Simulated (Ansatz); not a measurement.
Consider the ligand exchange at a V–N bond: `[NH]=[V]([NH2])([NH2])[NH2]` + H–F → `[NH]=[V]([NH2])([NH2])[F]` + NH₃.

Program: Ansatz. Geometries: PBE0-D4/def2-TZVP. ΔE: electronic, gas phase. CCSD(T)/CBS adds triple-zeta CCSD(T) − MP2 to the extrapolated MP2 energy (def2 sets, frozen cores). This one scheme is used for every species. Functionals use def2-TZVPP. B3LYP here is the variant with VWN-RPA as its local correlation; programs differ in this. For V outer-core shells are correlated without core-valence functions, which leaves a few kJ/mol of doubt a bond. Scalar relativity is left out up to krypton. Each species was taken in one conformer, which may not be the lowest.

`[NH]=[V]([NH2])([NH2])[NH2]`:

Cartesian coordinates in Å:
```
N 0.182 -1.367 -1.162
V -0.009 -0.149 -0.106
N -1.543 0.727 -0.601
N 1.322 1.152 -0.087
N 0.023 -0.905 1.566
H 0.648 -1.889 -1.893
H -2.191 0.428 -1.312
H -1.931 1.476 -0.043
H 2.229 0.963 0.315
H 1.409 1.820 -0.840
H 0.038 -1.892 1.766
H -0.176 -0.365 2.397
```

H–F:

Z-matrix (Å, degrees):
```
F
H 1 0.920
```

`[NH]=[V]([NH2])([NH2])[F]`:

Cartesian coordinates in Å:
```
N 1.414 -0.543 0.757
V -0.095 -0.074 0.456
N -0.727 -1.240 -0.801
N 0.042 1.635 -0.176
F -1.166 -0.090 1.847
H 2.219 -0.868 1.277
H -1.630 -1.117 -1.239
H -0.200 -1.977 -1.241
H -0.759 2.139 -0.534
H 0.899 2.135 -0.347
```

NH₃:

Z-matrix (Å, degrees):
```
N
H 1 1.013
H 1 1.013 2 107.1
H 1 1.013 2 107.1 3 -114.5
```

```json
{"level": "LDA (SPW92)", "ΔE (kJ/mol)": "-95.9", "difference from CCSD(T)/CBS": "-12.5"}
{"level": "PBE-D4", "ΔE (kJ/mol)": "-100.4", "difference from CCSD(T)/CBS": "-17.0"}
{"level": "BLYP-D4", "ΔE (kJ/mol)": "-102.3", "difference from CCSD(T)/CBS": "-18.9"}
{"level": "r2SCAN0-D4", "ΔE (kJ/mol)": "-99.5", "difference from CCSD(T)/CBS": "-16.1"}
{"level": "PBE", "ΔE (kJ/mol)": "-104.6", "difference from CCSD(T)/CBS": "-21.2"}
{"level": "revPBE", "ΔE (kJ/mol)": "-107.6", "difference from CCSD(T)/CBS": "-24.2"}
{"level": "r2SCAN", "ΔE (kJ/mol)": "-106.8", "difference from CCSD(T)/CBS": "-23.4"}
{"level": "B3LYP", "ΔE (kJ/mol)": "-106.2", "difference from CCSD(T)/CBS": "-22.8"}
{"level": "r2SCANh", "ΔE (kJ/mol)": "-104.3", "difference from CCSD(T)/CBS": "-20.9"}
{"level": "r2SCAN0", "ΔE (kJ/mol)": "-101.0", "difference from CCSD(T)/CBS": "-17.6"}
{"level": "BHLYP", "ΔE (kJ/mol)": "-103.6", "difference from CCSD(T)/CBS": "-20.2"}
{"level": "CCSD(T)/def2-TZVPP", "ΔE (kJ/mol)": "-87.2", "difference from CCSD(T)/CBS": "-3.8"}
{"level": "MP2/def2-QZVPP", "ΔE (kJ/mol)": "-86.3", "difference from CCSD(T)/CBS": "-2.9"}
{"level": "SCS-MP2/def2-QZVPP", "ΔE (kJ/mol)": "-91.8", "difference from CCSD(T)/CBS": "-8.4"}
{"level": "HF/CBS(def2)", "ΔE (kJ/mol)": "-105.6", "difference from CCSD(T)/CBS": "-22.2"}
{"level": "CCSD/CBS(def2)", "ΔE (kJ/mol)": "-85.8", "difference from CCSD(T)/CBS": "-2.4"}
{"level": "CCSD(T)/CBS", "ΔE (kJ/mol)": "-83.4", "difference from CCSD(T)/CBS": "0"}
```

Largest T1 diagnostic among the species: 0.032, so the coupled-cluster value is less sure than usual.

In def2-TZVPP, CCSD(T) changes the Hartree–Fock value by +17.3 kJ/mol (the triples alone add +2.4 kJ/mol) and MP2 by +16.4 kJ/mol. From PBE to PBE0 (25 % exact exchange), in def2-TZVPP and without D4, ΔE moves by +4.7 kJ/mol. At CCSD(T), def2-SVP lies −26.8 kJ/mol from the extrapolated value and def2-TZVPP −3.8 kJ/mol.
